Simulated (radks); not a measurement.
La IV, configuration [Xe]. All-electron calculation, non-relativistic Kohn-Sham, exchange-only LDA, spin-polarised, spherical densities, point nucleus; relativity is left out, which matters for an element this heavy. Program: a radial shooting solver on a logarithmic mesh with Libxc functionals. Some entries of the table are withheld. Estimate them.

orbital,occ.,eigenvalue (eV),<1/r> (bohr^-1),<r^2> (bohr^2)
1s,2,-36908.56,56.42,0.0009508
2s,2,(1),13.01,(2)
2p,6,-5417.496,13.04,0.01146
3s,2,-1241.717,4.808,(3)
3p,6,-1106.724,(4),0.09733
3d,10,-854.4851,4.624,0.08003
4s,2,-266.1710,2.030,0.5287
4p,6,-216.3001,1.937,(5)
4d,10,-128.9687,1.730,(6)
5s,2,-56.9783,0.8202,2.885
5p,6,-43.0823,0.7330,3.570

Answer. 
(1) 2s eigenvalue (eV): -5730.645
(2) 2s <r^2> (bohr^2): 0.01533
(3) 3s <r^2> (bohr^2): 0.1028
(4) 3p <1/r> (bohr^-1): 4.742
(5) 4p <r^2> (bohr^2): 0.5669
(6) 4d <r^2> (bohr^2): 0.6765
